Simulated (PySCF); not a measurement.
# What a mistake does to a calculation on BCH4N

Calculated results; nothing here was measured. The program is PySCF 2.14.0, an open-source quantum chemistry code, run on an isolated molecule that a program drew, which may never have been made. The molecule is BCH4N (charge 0, singlet), drawn as the SMILES string `B=NC`.

Each row is a Hartree-Fock (HF) and frozen-core CCSD(T) single point in the cc-pVDZ basis, meant for a local HF minimum. Run 1 is clean. Each other run has one planted mistake out of seven kinds, and not every kind appears here: one electron removed, one electron added, multiplicity raised by two, geometry at a saddle point, minimal basis STO-3G, one bond length entered in bohr, all coordinates scaled. The reference is restricted for singlets and unrestricted otherwise, and also for a bond in bohr. Adding or removing an electron swaps singlet and doublet. Electrons count all cores. HOMO and LUMO are orbital energies over both spins, the gradient is its largest component, and the lowest frequency (negative if imaginary) is given only where the gradient is small. Bond lengths are over the 6 bonds as drawn. T1 is the CCSD diagnostic: over 0.02 (restricted) or 0.045 (unrestricted) a single reference is doubtful.

Geometry of the clean run:
```xyz
7
BCH4N, angstrom
B    -0.0583   -2.2974    0.8141
N     0.6965   -1.5873    1.4671
C     1.5662   -0.7684    2.2197
H    -0.7812   -2.9770    0.1892
H     2.5581   -1.2186    2.2952
H     1.6765    0.2138    1.7555
H     1.1849   -0.6214    3.2323
```

```
run,electrons,basis functions,<S^2>,HOMO (eV),LUMO (eV),gradient (hartree/bohr),lowest frequency (cm^-1),mean bond (Å),longest bond (Å),T1,HF (hartree),CCSD(T) (hartree),mistake
1,22,62,0.000,-10.69,4.74,2.5e-05,277,1.1808,1.412,0.0145,-119.33467,-119.76715,no fault
2,22,62,0.744,-9.51,2.88,3.5e-02,-,1.3428,2.063,0.0615,-119.21403,-119.64208,one bond length entered in bohr
3,21,62,0.762,-18.79,-7.48,7.4e-02,-,1.1808,1.412,0.0250,-119.00900,-119.38983,one electron removed
4,22,62,0.000,-10.42,4.43,4.5e-02,-,1.2446,1.488,0.0169,-119.31504,-119.75993,all coordinates scaled
5,22,19,0.000,-9.00,10.70,5.7e-02,-,1.1808,1.412,0.0171,-117.84175,-118.05157,?
```

**Which mistake was planted in run 5, and what did it cost?**

It has 19 basis functions where the clean run has 62, with the same electrons and geometry. So the mistake is: minimal basis STO-3G. Subtracting run 1 and multiplying by 627.51 kcal/mol a hartree, the energy moved by 936.8 kcal/mol in HF and 1076.5 kcal/mol in CCSD(T).

Cautions from the logs. Run 2: T1 is over the limit, so its CCSD(T) energy is less reliable.
